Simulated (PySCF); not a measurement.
**Working out the ionisation energy of Hg²⁺**

Hg²⁺ [Xe] 4f14 5d10 (1S) → Hg³⁺ [Xe] 4f14 5d9 (2D). Computed with PySCF 2.14 in x2c-TZVPPall, with the spin-free X2C one-electron Hamiltonian (Gaussian nucleus). Frozen: [Kr] 4d10 4f14. Energies in hartree (1 hartree = 27.21139 eV):

| part | Hg²⁺ (lower) | Hg³⁺ (upper) |
| --- | --- | --- |
| UHF | -19618.963972 | -19617.731845 |
| CCSD correlation | -0.501950 | -0.451584 |
| (T) | -0.011325 | -0.008856 |

Problem. What does Hartree-Fock give?

Solution. (-19617.731845) − (-19618.963972) = 1.232127 hartree = 33.528 eV.

Problem. What do CCSD and CCSD(T) give?

Solution. The CCSD correlation energies differ by 0.050366 hartree = 1.371 eV and the triples by 0.002469 hartree = 0.067 eV, so CCSD gives 34.899 eV and CCSD(T) 34.966 eV.

A first-order spin-orbit estimate adds -0.827 eV to CCSD(T) (valence and next inner shell), giving 34.139 eV against 34.49 ± 0.05 eV (measured; NIST Atomic Spectra Database, ionization energies).

What remains against the reference includes basis incompleteness, the frozen core and higher excitations.
